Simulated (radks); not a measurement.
The numbers below are computed, except where a source is named.
Dynamic dipole polarisability and lines of the promethium ion Pm25+, [Kr]. Level of theory: scalar-relativistic Kohn-Sham, LB94 model potential, spin-unpolarised, spherical densities, finite nucleus; Fermi nuclear charge, rms radius of each element as measured or else 0.836 A^(1/3) + 0.57 fm (a radial shooting solver on a logarithmic mesh with Libxc functionals). Time-dependent linear response with the Hartree and adiabatic LDA kernel, continuum included through the Sternheimer equations, no spin-orbit coupling, so fine structure and intercombination lines are absent. Lines are the poles of the dipole polarisability below minus the highest occupied eigenvalue, found on a grid refined at the orbital gaps; the lowest seven at most are given, and weak or close lines can be missed. The first line takes the name of the lowest orbital gap if no other gap lies below it; otherwise a line is named after a gap within 0.6 % of it, if that gap stands alone.

photon energy (eV),alpha (bohr^3)
0,0.1350
45.699,0.1474
106.63,0.2595
167.56,-0.4434
228.50,-0.06910
289.43,-0.01791
350.36,0.05344
411.29,-0.001951
472.22,-0.02721
533.16,-0.01027
594.09,0.001820
655.02,-0.0008032
715.95,-0.009481
776.89,-0.5694
837.82,0.01479
898.75,0.005810

Lines (eV, oscillator strength): 149.36 (8.301 nm, 4p-4d), f = 3.59; 361.11 (3.433 nm, 4p-5s), f = 0.630; 455.66 (2.721 nm, 4p-5d), f = 0.736; 489.35 (2.534 nm, 4s-5p), f = 0.327; 565.80 (2.191 nm, 4p-6s), f = 0.135; 615.56 (2.014 nm, 4p-6d), f = 0.329; 675.11 (1.837 nm, unassigned), f = 0.0852. Higher lines, where found, are left out when the end of the mesh affects them. Those listed give 94 % of the static polarisability (sum of f/w^2). Orbital energy gaps for comparison: 4p-4d 122.37 eV; 4p-5s 360.16 eV; 4p-5d 454.26 eV; 4s-5p 488.11 eV; 4p-6s 565.36 eV.
